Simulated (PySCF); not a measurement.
**Electron correlation in Ge+ (germanium, charge +1)**

[Ar] 3d10 4s2 4p1, 2P determinant. Calculation: PySCF 2.14, in x2c-SVPall (5s4p3d, 32 functions); the spin-free X2C one-electron Hamiltonian (Gaussian nucleus). Frozen: [Ar] 3d10; 3 electrons correlated.

MP2 pair energies summed by pair of shells (mhartree):

```csv
pair,energy,share (%)
4s-4s,-19.01,59.3
4s-4p,-13.04,40.7
```

Total MP2 correlation energy: -32.05 mhartree.

Same-spin part -2.11 and opposite-spin part -29.95 mhartree; SCS-MP2 scales them by 1/3 and 6/5 to -36.64 mhartree.

```
  level  correlation energy (mhartree)
   CCSD                         -46.88
    (T)                          -0.49
CCSD(T)                         -47.37
```

Diagnostics: T1 = 0.0091, D1 = 0.0218, largest double amplitude 0.097.

Task: Is a single reference adequate?

Result: Mostly. T1 lies below 0.03, but a double amplitude of this size points to a near-degeneracy that CCSD handles and MP2 describes poorly.
